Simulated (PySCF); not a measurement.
**From computed data to an observable: refractive index and permittivity of the vapour**

TaOF3, SMILES [F][Ta]([F])([F])=[O], multiplicity 1.

Coordinates come from a B3LYP-D3(BJ)/def2-SVP optimisation. The spin state was assumed, not searched. The isomer is the one that the SMILES or the coordinates give; other isomers of the formula were not compared. The def2 effective core potentials stand for the cores of Ta; spin–orbit coupling is left out.

PBE/def2-TZVP run with PySCF gives a mean static polarisability of 37.1 bohr³ and a dipole moment of 1.75 D. Take an ideal gas at 298.15 K and 1 bar, whether or not the substance is that volatile.

Question: Work out n − 1 in the optical limit and the static ε − 1.

Answer: 
Polarisability volume α' = 37.1 × 0.148185 = 5.50 Å³. Number density N = p/kT = 2.43e-5 Å⁻³.
Dilute limit of Lorentz–Lorenz: n − 1 = 2π N α' = 0.00084.
Orientation term of Debye: μ²/(3kT) = 8.098 Å³ × μ²(D²) = 24.80 Å³.
ε − 1 = 4π N (α' + μ²/3kT) = 0.0092. Orientation of the dipole supplies 82 % of the static response; it can't follow optical fields. Vibrational polarisation and dispersion are left out.
